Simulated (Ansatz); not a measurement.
Consider the formal exchange of groups at the Si–N bond: `CN[SiH2]OC` + `C=C[SiH2]Cl` → `CO[SiH2][SiH2]Cl` + `C=CNC`.

Gas-phase electronic energies from Ansatz, PBE0-D4/def2-TZVP geometries. CCSD(T)/CBS is the MP2 limit (def2-TZVPP, def2-QZVPP) plus CCSD(T) − MP2 in def2-TZVPP, frozen cores. Functionals use def2-TZVPP. One conformer a species, not always the lowest.

(1) Is it downhill or uphill in electronic energy at CCSD(T)/CBS, and by how much? (An estimate is asked.)

(2) What do these levels give: PBE0-D4, ωB97M-V, B2PLYP, r2SCAN, SCS-MP2/def2-TZVPP, MP2/CBS(def2)? (An estimate is asked.)

Largest T1 diagnostic among the species: 0.011.

Answers

(1) The calculation gave: Uphill: ΔE = +115.5 kJ/mol.

(2) The calculation gave: PBE0-D4 91.2, ωB97M-V 114.7, B2PLYP 108.9, r2SCAN 97.4, SCS-MP2/def2-TZVPP 121.2, MP2/CBS(def2) 122.8 kJ/mol.

The D4 term adds +3.2 kJ/mol with B3LYP and +1.8 kJ/mol with PBE0; it sums over pairs of atoms, weighted by their polarisabilities, and B3LYP, whose exchange is more repulsive, gets the larger term. From PBE to PBE0 (25 % exact exchange), in def2-TZVPP and without D4, ΔE moves by +8.7 kJ/mol.

B3LYP here is the variant with VWN-RPA as its local correlation; programs differ in this.
